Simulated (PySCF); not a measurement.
# Radial density of Zr²²⁺ (zirconium, charge +22)

B3LYP, [Ar], closed-shell 1S. All numbers are calculated (PySCF 2.14, the spin-free X2C one-electron Hamiltonian (Gaussian nucleus), in an uncontracted even-tempered set (18 s from 2.5 bohr⁻², ratio 2.5; 12 p from 3.2 bohr⁻², ratio 2.5; 5 d from 17 bohr⁻², ratio 2.7; 4 f from 25 bohr⁻², ratio 2.7)).

```
r (bohr)  4πr²ρ (e/bohr)
  0.0362           47.22
  0.0609           44.31
   0.102           60.04
   0.172           38.01
   0.290           22.69
   0.487           17.54
   0.820          0.8193
    1.38        0.001240
```

Densities and radii are taken from the X2C orbitals without a picture-change correction, which distorts them close to the nucleus.
